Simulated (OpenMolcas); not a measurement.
# Re6+: moving or changing the point charges

Re6+ among 6 point charges of -1.7 e arranged as a trigonal prism (D3h), 1.92 Å from the ion, with a polar angle of 43.7° against the regular 49.1°.

| Item | Value |
| --- | --- |
| Program | OpenMolcas |
| Method | CASSCF |
| Basis | ANO-RCC-VDZP [7s6p4d2f1g] |
| Scalar Hamiltonian | DKH2, point nucleus |
| Active space | 1 electron in 5 orbitals (5d) |
| State averaging | 2S+1 = 2 even, 5 roots |
| Spin-orbit coupling | RASSI with atomic mean-field integrals over the reference wave functions |

Runs around this geometry, states (labels of D3, the rotations of D3h). Energies in cm-1 above the lowest state or level, χT in cm3 K/mol.

```json
{"R (Å)": "1.92", "q (e)": "-1.7", "Polar angle / regular": "0.82", "Ground state": "2E", "First state of that spin": "2A1 17305", "First gap with spin-orbit (degeneracies)": "10109 (2, 2)", "χT at 300 K": "0.142"}
{"R (Å)": "1.92", "q (e)": "-0.85", "Polar angle / regular": "0.89", "Ground state": "2E", "First state of that spin": "2A1 6931", "First gap with spin-orbit (degeneracies)": "6663 (2, 2)", "χT at 300 K": "0.157"}
{"R (Å)": "1.78", "q (e)": "-1.7", "Polar angle / regular": "0.89", "Ground state": "2E", "First state of that spin": "2A1 14758", "First gap with spin-orbit (degeneracies)": "9893 (2, 2)", "χT at 300 K": "0.140"}
{"R (Å)": "1.92", "q (e)": "-1.7", "Polar angle / regular": "0.89", "Ground state": "2E", "First state of that spin": "2A1 12805", "First gap with spin-orbit (degeneracies)": "10306 (2, 2)", "χT at 300 K": "0.144"}
{"R (Å)": "2.07", "q (e)": "-1.7", "Polar angle / regular": "0.89", "Ground state": "2E", "First state of that spin": "2A1 10907", "First gap with spin-orbit (degeneracies)": "10628 (2, 2)", "χT at 300 K": "0.148"}
```

Taking the first state of the same spin as R^-n, n = -ln(10907 / 14758) / ln(2.07 / 1.78) = 2.0 between the shortest and longest distance.

Scaling the charges by -0.85 / -1.7 = 0.50 scales the first state of the same spin by 6931 / 12805 = 0.54; with fixed orbitals a first-order splitting would follow the charge.

An orbital doublet at a regular site is open to a Jahn-Teller distortion, which this geometry leaves out. This is an electrostatic model: the charges have no orbitals. No measured value stands beside these numbers.
